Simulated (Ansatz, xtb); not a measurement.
Isomers of C6H3NO2 in order of energy

6 gas-phase structures of C6H3NO2, from a drawn sample of its isomers (lower ones may exist). Each was relaxed with GFN2-xTB; where two conformers were screened, the lower at r2SCAN-D4/def2-SVP is listed:

A. `N#Cc1coc(C=O)c1`, a singlet
B. `N#Cc1cocc1C=O`, a singlet
C. `N#Cc1cc(C=O)co1`, a singlet
D. `N#Cc1ccc(C=O)o1`, a singlet
E. `N#Cc1ccoc1C=O`, a singlet
F. `N#Cc1occc1C=O`, a singlet

Task: Make a reasoned guess at their ranking by r2SCAN-D4/def2-SVP single-point energy.

Result: Calculated order at r2SCAN-D4/def2-SVP: A (0.0), E (0.7), D (0.9), B (2.1), C (2.6), F (2.7) kcal/mol. Less than 1 kcal/mol parts A and E; E and D; B and C; C and F, so the order within those pairs means little.

Energies above the lowest of each column, in kcal/mol; the last columns are at PBE-D3(BJ)/def2-SVP geometries:

```csv
structure,GFN2-xTB,HF/STO-3G,r2SCAN-D4/def2-SVP,PBE-D3(BJ)/def2-SVP,CCSD(T)/def2-SVP + ΔMP2/def2-TZVPP
A,0.0,0.0,0.0,0.0,0.0
E,0.5,0.8,0.7,0.5,1.3
D,1.0,1.5,0.9,0.8,1.7
B,0.3,0.8,2.1,1.9,1.1
C,2.4,2.0,2.6,2.3,2.1
F,2.0,2.4,2.7,2.3,2.4
```

Every level run on A puts it lowest or level with the lowest. CCSD(T)/def2-SVP + ΔMP2/def2-TZVPP orders those it was run on as A (0.0), B (1.1), E (1.3), D (1.7), C (2.1), F (2.4) kcal/mol. Less than 1 kcal/mol parts B and E; E and D; D and C; C and F, so the order within those pairs means little. Flexible structures stand in one conformer each, not always the lowest. ΔMP2 is the change of the MP2 energy from the smaller to the larger basis.

Over these structures GFN2-xTB departs from r2SCAN-D4/def2-SVP by 0.5 kcal/mol on average once a common shift is removed. A GFN2-xTB relaxation took about 0.23 s and the r2SCAN-D4/def2-SVP energy about 5 s on a shared host (Ansatz 0.2.0, xtb 6.7.1).
